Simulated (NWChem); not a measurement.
System: InNH₄; SMILES [NH2][InH2]

NWChem printed, in part:

```
             Northwest Computational Chemistry Package (NWChem) 7.3.0
             --------------------------------------------------------

 C2V symmetry detected

                             Geometry "geometry" -> ""
                             -------------------------

 Output coordinates in angstroms (scale by  1.889725989 to convert to a.u.)

  No.       Tag          Charge          X              Y              Z
 ---- ---------------- ---------- -------------- -------------- --------------
    1 In                  49.0000     0.00000000     0.00000000    -0.29728952
    2 H                    1.0000     0.00000000    -1.55690900    -1.03267079
    3 H                    1.0000     0.00000000     1.55690900    -1.03267079
    4 N                    7.0000     0.00000000     0.00000000     1.72059215
    5 H                    1.0000     0.00000000    -0.83518800     2.29419142
    6 H                    1.0000     0.00000000     0.83518800     2.29419142

 Effective nuclear repulsion energy (a.u.)     149.8251241097

      Symmetry information
      --------------------

 Group name             C2v
 Group number             16
 Group order               4
 No. of unique centers     4

                                 NWChem DFT Module
                                 -----------------

 Summary of "ao basis" -> "ao basis" (spherical)
 ------------------------------------------------------------------------------
       Tag                 Description            Shells   Functions and Types
 ---------------- ------------------------------  ------  ---------------------
 In                         def2-svp                10       26   4s4p2d
 H                          def2-svp                 3        5   2s1p
 N                          def2-svp                 6       14   3s2p1d

      Symmetry analysis of basis
      --------------------------

        a1         27
        a2          5
        b1         11
        b2         17

            General Information
            -------------------
          SCF calculation type: DFT
          Wavefunction type:  closed shell.
          No. of atoms     :     6
          No. of electrons :    32
           Alpha electrons :    16
            Beta electrons :    16
          Charge           :     0
          Spin multiplicity:     1
          Use of symmetry is: on ; symmetry adaption is: on
          Maximum number of iterations: 150
          AO basis - number of functions:    60
                     number of shells:    28
          Convergence on energy requested:  1.00D-06
          Convergence on density requested:  1.00D-05
          Convergence on gradient requested:  5.00D-04

              XC Information
              --------------
                      r^2SCAN Method XC Functional
               r^2SCAN metaGGA Exchange Functional  1.000
                     r^2SCAN Correlation Potential  1.000

             Grid Information
             ----------------
          Grid used for XC integration:  coarse
          Radial quadrature: Mura-Knowles
          Angular quadrature: Lebedev.
          Tag              B.-S. Rad. Rad. Pts. Rad. Cut. Ang. Pts.
          ---              ---------- --------- --------- ---------
          In                  1.55      104           8.0       302
          H                   0.35       35          11.0       302
          N                   0.65       35           9.0       302
          Grid pruning is: on
          Number of quadrature shells:   209
          Spatial weights used:  Erf1

      Superposition of Atomic Density Guess
      -------------------------------------

 Sum of atomic energies:        -274.29159952

      Non-variational initial energy
      ------------------------------

 Total energy =    -245.896098
 1-e energy   =    -550.025625
 2-e energy   =     233.798641
 HOMO         =      -0.336495
 LUMO         =       0.001543

      Symmetry analysis of molecular orbitals - initial
      -------------------------------------------------

  Numbering of irreducible representations:

     1 a1          2 a2          3 b1          4 b2

  Orbital symmetries:

     1 a1          2 a1          3 b2          4 a1          5 b1
     6 a1          7 a1          8 b2          9 a1         10 b1
    11 a2         12 b2         13 a1         14 a1         15 b1
    16 b2         17 b1         18 a1         19 a1         20 b2
    21 a1         22 b2         23 a1         24 b1         25 b2
    26 a1

     ---------------------------------------------
      Total Density - Mulliken Population Analysis
     ---------------------------------------------

    Atom       Charge   Shell Charges
 -----------   ------   -------------------------------------------------------
    1 In  21    20.12   2.60 -0.60  0.77  0.39  3.23  2.77  0.68  0.26  9.70  0.34
    2 H    1     1.16   0.66  0.50  0.01
    3 H    1     1.16   0.66  0.50  0.01
    4 N    7     8.02   1.99  1.04  0.50  2.63  1.85  0.01
    5 H    1     0.77   0.60  0.12  0.05
    6 H    1     0.77   0.60  0.12  0.05

   convergence    iter        energy       DeltaE   RMS-Dens  Diis-err
 ---------------- ----- ----------------- --------- --------- ---------
 d= 0,ls=0.0,diis     1   -247.1961710791 -3.18D+02  2.63D-02  3.74D-01
 d= 0,ls=0.0,diis     2   -246.7495344755  4.47D-01  1.99D-02  3.19D+00
 d= 0,ls=0.0,diis     3   -247.2488370528 -4.99D-01  2.28D-03  1.79D-02
 d= 0,ls=0.0,diis     4   -247.2518597792 -3.02D-03  4.20D-04  6.45D-04
 d= 0,ls=0.0,diis     5   -247.2519335391 -7.38D-05  1.42D-04  5.68D-05
  Resetting Diis
 d= 0,ls=0.0,diis     6   -247.2519404837 -6.94D-06  2.97D-05  2.37D-06
 d= 0,ls=0.0,diis     7   -247.2519408381 -3.54D-07  1.25D-05  9.36D-08
 d= 0,ls=0.0,diis     8   -247.2519407839  5.42D-08  7.38D-06  5.03D-07

         Total DFT energy =     -247.251940783916
      One electron energy =     -551.897092156964
           Coulomb energy =      259.440779956329
    Exchange-Corr. energy =      -25.126514791051
 Nuclear repulsion energy =       70.330886207770

 Numeric. integr. density =       31.999850745489

                  Occupations of the irreducible representations
                  ----------------------------------------------

                     irrep           alpha         beta
                     --------     --------     --------
                     a1                8.0          8.0
                     a2                1.0          1.0
                     b1                3.0          3.0
                     b2                4.0          4.0

                       DFT Final Molecular Orbital Analysis
                       ------------------------------------

 Vector   14  Occ=2.000000D+00  E=-2.919739D-01  Symmetry=a1
              MO Center= -9.0D-17, -5.8D-15,  3.0D-01, r^2= 3.4D+00
   Bfn.  Coefficient  Atom+Function         Bfn.  Coefficient  Atom+Function
  ----- ------------  ---------------      ----- ------------  ---------------
    42      0.381354  4 N  pz                13      0.292401  1 In pz
    45     -0.227103  4 N  pz                39      0.199806  4 N  s
    19     -0.185345  1 In d  0              27     -0.185818  2 H  s
    32     -0.185818  3 H  s                  3     -0.162996  1 In s
    38      0.141149  4 N  s                 51     -0.132479  5 H  s

 Vector   15  Occ=2.000000D+00  E=-2.663534D-01  Symmetry=b2
              MO Center= -5.8D-17,  2.5D-15, -7.9D-01, r^2= 3.2D+00
   Bfn.  Coefficient  Atom+Function         Bfn.  Coefficient  Atom+Function
  ----- ------------  ---------------      ----- ------------  ---------------
    12      0.335435  1 In py                27     -0.318245  2 H  s
    32      0.318245  3 H  s                 28     -0.216983  2 H  s
    33      0.216983  3 H  s                 18      0.161943  1 In d -1
     9     -0.116940  1 In py                 6     -0.108284  1 In py
    15      0.096184  1 In py                41      0.055192  4 N  py

 Vector   16  Occ=2.000000D+00  E=-2.090545D-01  Symmetry=b1
              MO Center= -9.3D-16,  5.2D-17,  1.5D+00, r^2= 1.4D+00
   Bfn.  Coefficient  Atom+Function         Bfn.  Coefficient  Atom+Function
  ----- ------------  ---------------      ----- ------------  ---------------
    40      0.545698  4 N  px                43     -0.471465  4 N  px
    11     -0.173061  1 In px                14     -0.130217  1 In px
    20     -0.097063  1 In d  1               8      0.054551  1 In px
     5      0.050427  1 In px                25      0.033069  1 In d  1

 Vector   17  Occ=0.000000D+00  E=-5.057449D-02  Symmetry=b1
              MO Center= -7.4D-14, -3.7D-16, -2.3D-01, r^2= 4.3D+00
   Bfn.  Coefficient  Atom+Function         Bfn.  Coefficient  Atom+Function
  ----- ------------  ---------------      ----- ------------  ---------------
    11      0.571104  1 In px                14      0.546101  1 In px
    43     -0.253261  4 N  px                40      0.238284  4 N  px
     8     -0.149500  1 In px                 5     -0.137418  1 In px
    20     -0.062456  1 In d  1              25      0.053282  1 In d  1

[...]

                         DFT ENERGY GRADIENTS

    atom               coordinates                        gradient
                 x          y          z           x          y          z
   1 In      0.000000   0.000000  -0.561796    0.000000   0.000000   0.002052
   2 H       0.000000  -2.942131  -1.951465    0.000000   0.000810  -0.000102
   3 H       0.000000   2.942131  -1.951465    0.000000  -0.000810  -0.000102
   4 N       0.000000   0.000000   3.251448    0.000000   0.000000   0.000566
   5 H       0.000000  -1.578276   4.335393    0.000000   0.001113  -0.001207
   6 H       0.000000   1.578276   4.335393    0.000000  -0.001113  -0.001207
```

Level: r2SCAN/def2-SVP with def2 effective core potentials on In. The geometry was optimised at PBE0/def2-SVP. def2 effective core potentials on In; no spin-orbit coupling.

Task: Which NWChem input produces such a log?

Result: Several could match; the one computed here: the input that was run:
```
start job
memory heap 200 mb stack 900 mb global 1100 mb
geometry units angstroms noautoz
  In    -0.016528     0.363568     0.000000
  H     -0.082867     1.095951    -1.556909
  H     -0.082867     1.095951     1.556909
  N      0.166675    -1.645980     0.000000
  H      0.217020    -2.217368    -0.835188
  H      0.217020    -2.217368     0.835188
end
basis spherical
  * library def2-svp
end
ecp
  In library def2-ecp
end
dft
  xc r2scan
  grid coarse
  iterations 150
  mulliken
end
task dft gradient
```
